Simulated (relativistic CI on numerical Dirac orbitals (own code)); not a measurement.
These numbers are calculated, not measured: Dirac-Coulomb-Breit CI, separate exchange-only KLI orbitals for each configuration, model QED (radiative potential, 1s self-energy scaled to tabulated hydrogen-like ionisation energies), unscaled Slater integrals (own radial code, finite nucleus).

The strongest absorption lines from the ground level of an ion, among the configurations computed and to levels below about 584 eV (vacuum wavelength in nm, gf): 2.1390 (0.18), 2.1425 (0.0034), 2.6429 (0.028), 2.6778 (0.0018), 2.8053 (0.18), 2.8090 (0.44), 23.047 (0.22), 45.319 (0.00015).

**Question.** Which ion is it?
A. Cl¹³⁺
B. Sc¹⁷⁺
C. P¹¹⁺
D. K¹⁵⁺

**Answer.** A. Cl¹³⁺ has 4 electrons and the ground level 2s2 1S_0; the strongest line goes to 2s 3p 1P°_1. The pattern of lines fixes the number of electrons, and along that sequence the line energies rise steadily with the charge (about as its square where n changes within one kind of shell, about linearly where n is kept but much faster in heavy ions where fine structure, which grows about as Z⁴, sets the gap, and irregularly where shells cross), which fixes Z. Configurations outside the model, such as inner-shell arrays, can give stronger lines. At this charge energies of transitions that change n are usually good to better than 1 %, and those within a shell (Δn = 0) to a few per cent.

LS names give the leading component of a level, which can be under half, so a name can repeat, a term be missing and a line seem to break the LS rules.
